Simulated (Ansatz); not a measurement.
Input and output for CH₅BSe₂, SMILES `CB([SeH])[SeH]`.

```yaml
crystal:
  periodic: [false, false, false]
  atoms:
    - {symbol: C, position_ang: [0.052998, 0.571625, -0.748476]}
    - {symbol: B, position_ang: [-0.038739, -0.396046, 0.475520]}
    - {symbol: Se, position_ang: [0.909104, -2.087722, 0.550596]}
    - {symbol: Se, position_ang: [-1.058710, 0.029096, 2.071280]}
    - {symbol: H, position_ang: [-0.846655, 1.177957, -0.875516]}
    - {symbol: H, position_ang: [0.884110, 1.266788, -0.577800]}
    - {symbol: H, position_ang: [0.258871, 0.052448, -1.687007]}
    - {symbol: H, position_ang: [1.490970, -1.973096, -0.792717]}
    - {symbol: H, position_ang: [-1.563347, 1.312649, 1.567019]}
basis:
  gaussian: {orbitals: STO-3G, final_grid: {core_spheres: 8, valence_spheres: 7, degree: 23}, point_charges: [{charge: 2.00, position_ang: [6.014, 0.558, -0.364]}]}
hamiltonian: {xc: {name: LC-wPBE}}
output: {forces: true}
```

```sh
$ ansatz run in.yaml --threads 4 --pin off --events-out ev --progress --plain --max-ram 10444MiB
```

Output, abridged:

```
Functional definition: LC-wPBE
566 factors; integrals over basis functions are off by at most 8.3e-5 eV
217 factors; integrals over basis functions are off by at most 2.9e-6 eV
mean field evaluation 1: about -131000.6682 eV, gradient 2.0e1 eV
mean field evaluation 2: about -131001.9856 eV, gradient 1.2e1 eV
mean field evaluation 4: about -131002.5005 eV, gradient 2.6e-1 eV
mean field evaluation 8: about -131002.4425 eV, gradient 2.3e-3 eV
mean field -131002.44250843 eV, -4814.2509655399 hartree, gradient 1.7e-5 eV, S^2 0.000000; 0 other end points of the search recorded, 0 dependent functions left out
reference -131002.44250843 eV, -4814.2509655401 hartree; 42, 42 occupied and 9, 9 virtual orbitals, 566 factors
Total energy: -131002.44250843 eV, -4814.2509655401 hartree
Atom 0 at     0.052998     0.571625    -0.748476 Å, force     0.328836     0.116608    -0.083589 eV/Å
Atom 1 at    -0.038739    -0.396046     0.475520 Å, force    -0.675290    -1.097705     1.960404 eV/Å
Atom 2 at     0.909104    -2.087722     0.550596 Å, force    -0.072190     1.149545    -0.684810 eV/Å
Atom 3 at    -1.058710     0.029096     2.071280 Å, force     0.717402     0.243532    -1.584226 eV/Å
Atom 4 at    -0.846655     1.177957    -0.875516 Å, force    -0.074474     0.025274    -0.046021 eV/Å
Atom 5 at     0.884110     1.266788    -0.577800 Å, force    -0.008230     0.150833    -0.060698 eV/Å
Atom 6 at     0.258871     0.052448    -1.687007 Å, force    -0.071333    -0.031516    -0.135174 eV/Å
Atom 7 at     1.490970    -1.973096    -0.792717 Å, force    -0.275328    -0.113903     0.393459 eV/Å
Atom 8 at    -1.563347     1.312649     1.567019 Å, force     0.111574    -0.411457     0.198372 eV/Å
Dipole moment:    -0.139179     0.410643    -0.343122 e Å
```

It took 0.5 s on 4 threads of an Arm Neoverse V2 on a shared host, with 0.09 GiB of host memory at the peak.
